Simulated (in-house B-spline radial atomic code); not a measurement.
F2+: [He] 2s2 2p2 3s1 (an excited or competing configuration)

Level of theory: non-relativistic LC-wPBE, spin-polarised, spherical fractional occupations, exact exchange averaged over the configuration, point nucleus; calculated with an all-electron radial atomic-structure program (B-spline basis).

Effective charges: Z_r = [3n² - l(l+1)]/(2<r>) from the radius, Z_e = n√(-2ε) from the energy, and Slater's rules. Values are occupation-weighted means over spin.

| shell | electrons | ε (eV) | <r> (bohr) | Z_r | Z_e | Slater |
| --- | --- | --- | --- | --- | --- | --- |
| 1s | 2 | -733.86 | 0.1763 | 8.51 | 7.34 | 8.70 |
| 2s | 2 | -84.838 | 0.8844 | 6.78 | 4.99 | 6.25 |
| 2p | 2 | -69.525 | 0.8274 | 6.04 | 4.52 | 6.25 |
| 3s | 1 | -23.368 | 2.672 | 5.05 | 3.93 | 3.60 |

The least bound orbital is 3s up at -23.37 eV, and it is also the most diffuse (<r> = 2.672 bohr).
